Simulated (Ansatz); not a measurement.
`CC(C)[O][ZnH]`. Charge 0, multiplicity 1.

```xyz
13

C     0.370    0.003    1.384
C     0.211    0.681    0.033
C     0.984   -0.052   -1.050
O    -1.138    0.827   -0.310
Zn   -2.338   -0.457   -0.563
H    -0.207    0.534    2.144
H     0.007   -1.031    1.335
H     1.417   -0.026    1.700
H     0.624    1.698    0.115
H     0.842    0.440   -2.015
H     0.630   -1.087   -1.136
H     2.055   -0.082   -0.831
H    -3.457   -1.449   -0.806
```

**Question.** What are the harmonic wavenumbers in cm⁻¹ at PBE0-D4/def2-TZVP (Ansatz, finite differences of forces, unscaled)? (An estimate is asked.)

**Answer.** Ansatz gave: 29, 100, 247, 278, 358, 418, 461, 481, 529, 578, 851, 915, 933, 1019, 1153, 1176, 1204, 1358, 1364, 1386, 1398, 1468, 1473, 1481, 1493, 1981, 2987, 3020, 3026, 3095, 3104, 3130, 3132.

**Question.** Is this a minimum?

**Answer.** Yes, all 33 modes are real.

**Question.** Give the ideal-gas thermochemistry at 298.15 K and 1 bar (rigid rotor, harmonic oscillator; point group Cs, symmetry number 1).

**Answer.** Zero-point energy 272.9 kJ/mol; H(298) − E = 294.3 kJ/mol; entropy 358.3 J/(mol·K), of which translation 169.1, rotation 113.9, vibration 75.3; G(298) − E = 187.5 kJ/mol. Modes under 100 cm⁻¹ are hindered rotations or soft bends, so the harmonic entropy is rough.

**Question.** Rotational constants (cm⁻¹)?

**Answer.** 0.2133, 0.06047, 0.05483.
